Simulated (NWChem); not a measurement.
One site exchanged: Cl, Br, H, I

Each species was optimised at PBE0/def2-SVP with NWChem, gas phase unless a solvent is named. All stand in one matching conformer (torsions within 35°), which need not be the lowest. This build's default masses of Se (78.918 u) and Br (79.917 u) are each other's, which moves their modes by up to 0.6 %. For some, no frequency run checked for a minimum. def2 effective core potentials on I; no spin-orbit coupling.

A: [Zn]([NH2])[Cl] (ZnNH₂Cl)
B: [NH2][Zn][Br] (ZnNH2Br)
C: [NH2][ZnH] (ZnNH3)
D: [NH2][Zn][I] (ZnNH$_{2}$I)

| quantity | A (Cl) | B (Br) | C (H) | D (I) |
|---|---|---|---|---|
| Pauling electronegativity of the site (pymatgen's table) | 3.16 | 2.96 | 2.20 | 2.66 |
| electrons in the molecule | 56 | 74 | 40 | 92 |
| dipole (D), PBE0/def2-SVP | 2.55 | 2.42 | 1.00 | 2.25 |
| orbital gap (eV), PBE0/def2-SVP | 6.24 | 6.14 | 6.74 | 5.94 |
| vertical ionisation energy, ΔSCF, PBE/def2-SVP (eV) | 9.14 | 8.95 | 8.93 | 8.62 |
| vertical ionisation energy, ΔSCF, PBE0/def2-SVP (eV) | 9.39 | 9.26 | 8.88 | 8.98 |
| static polarisability, PBE0/def2-SVPD (bohr³) | 45.7 | 54.4 | 35.6 | 69.2 |
| lowest singlet excitation, PBE0/def2-SVPD, TDA (eV) | 5.04 | 4.97 | 5.11 | 4.80 |

“Dipole (D), PBE0/def2-SVP” runs from 1.00 in C (H) to 2.55 in A (Cl), rising in step with the site's electronegativity. “Orbital gap (eV), PBE0/def2-SVP” runs from 5.94 in D (I) to 6.74 in C (H), falling in step with the number of electrons. “Vertical ionisation energy, ΔSCF, PBE/def2-SVP (eV)” runs from 8.62 in D (I) to 9.14 in A (Cl), in no step with either the site's electronegativity or the electron count. “Vertical ionisation energy, ΔSCF, PBE0/def2-SVP (eV)” runs from 8.88 in C (H) to 9.39 in A (Cl), rising in step with the site's electronegativity. “Static polarisability, PBE0/def2-SVPD (bohr³)” runs from 35.6 in C (H) to 69.2 in D (I), rising in step with the number of electrons. “Lowest singlet excitation, PBE0/def2-SVPD, TDA (eV)” runs from 4.80 in D (I) to 5.11 in C (H), falling in step with the number of electrons. The order by orbital gap (eV) is the same as the order by lowest singlet excitation. The order by vertical ionisation energy is neither the same as nor the reverse of the order by static polarisability.

These are trends among computed rows of three or four species; they are not measurements.
